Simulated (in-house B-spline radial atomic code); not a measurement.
**Solving the quasi-particle equation for 5d of the mercury ion Hg²⁺**

Configuration [Xe] 4f14 5d10, start HSE06; correlation leaves out the 3 deepest shells. Computed with a B-spline radial code for spherical atoms: all electrons, scalar-relativistic (spin-free one-electron X2C), finite nucleus, each spin shell either full or empty, empty states to l = 9 with an (l + 1/2)⁻⁴ tail; G0W0 by contour deformation at full frequency.

At the mean-field level ε = -30.2 eV the matrix elements are Σx = -35.525 eV, v_xc = -30.144 eV and Σc(ε) = -0.386 eV, and the slope of the correlation self-energy is dΣc/dω = -0.0735. The quasi-particle energy solves E = ε + Σx − v_xc + Σc(E).

Q: What does the linearised equation give?

A: Z = 1/(1 − dΣc/dω) = 1/1.0735 = 0.9315. The first-order shift is Σx − v_xc + Σc(ε) = -35.525 − (-30.144) + (-0.386) = -5.767 eV, so E ≈ ε + Z × shift = -30.2 + 0.9315 × (-5.767) = -35.572 eV.

Q: How does that compare with the full solution and with static screening?

A: Solving the equation at full frequency dependence gives E = -35.481 eV, where Σc = 0.101 eV and the weight is 0.887; the linearised value is off by 91 meV. Leaving Z out would give -35.967 eV. Static COHSEX puts -3.446 eV in place of Σc and gives -39.027 eV, 3.55 eV deeper. The tabulated removal energy is 34.49 ± 0.05 eV (NIST, measured); the run leaves out spin-orbit coupling, Breit and QED terms.
